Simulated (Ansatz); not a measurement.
```xyz
2

Ni    0.0000    0.0000    0.0000
C     0.0000    0.0000    2.0000
```

Basis set: pcseg-2 (spherical functions). Charge 0, multiplicity 1.

Computed with Ansatz (development build ahead of 0.2.0); each method stands on the lowest determinant of its kind that the runs found.

The atomization energy at this shape (free ground-state atoms in the same class of orbitals less the molecule, no zero-point energy) of singlet NiC:

```json
{"method": "r²SCAN (unrestricted)", "atomization energy": "2.97 eV"}
{"method": "PBE0 (unrestricted)", "atomization energy": "2.32 eV"}
```

(1) What does UHF give?

## Answers

(1) 1.20 eV. Caution: the shape is not the minimum; the unrestricted determinant is a mixture of spin states.
